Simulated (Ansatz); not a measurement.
BCl₂, doublet, at a GFN2-xTB geometry. Base run: CCSD/def2-TZVP (Ansatz, a first-principles code).

Ansatz was given this input:
Ansatz 0.2 input:
```yaml
crystal:
  periodic: [false, false, false]
  atoms:
    - {symbol: B, position_ang: [-0.01065557, 0.71135712, -0.06266828]}
    - {symbol: Cl, position_ang: [1.48570467, -0.08446017, -0.01439496]}
    - {symbol: Cl, position_ang: [-1.48257068, -0.12476251, 0.03282680]}
basis:
  gaussian:
    orbitals: def2-TZVP
magnetization: {spin_polarized: true, initial_magnetization: 1}
correlation: {method: ccsd}
```

The base run was repeated with changes; each row names its change, and settings that it needs were set with it.

```csv
change,ΔE vs base (mEh),MP2 correlation (Eh),CC correlation without the perturbative part (Eh),basis functions,core-seconds (rough)
base,0.000,-0.44074,-0.47689,105,10
method = ccsd_t,-22.093,-0.44074,-0.47689,105,10
method = bccd_t,-22.262,-0.44074,-0.47628,105,20
method = bccd,0.609,-0.44074,-0.47628,105,10
"fitting = cc-pVTZ-JKFIT (mean field), cc-pVTZ-RIFIT (correlation)",-0.411,-0.44052,-0.47742,105,6
diis_vectors = 4,0.000,-0.44074,-0.47689,105,10
reference functional = pbe0,7.083,-,-0.48820,105,8
method = mp2,36.147,-0.44074,-,105,1
lower_state_search = off,0.000,-0.44074,-0.47689,105,6
diis_vectors = 2,0.000,-0.44074,-0.47689,105,10
```
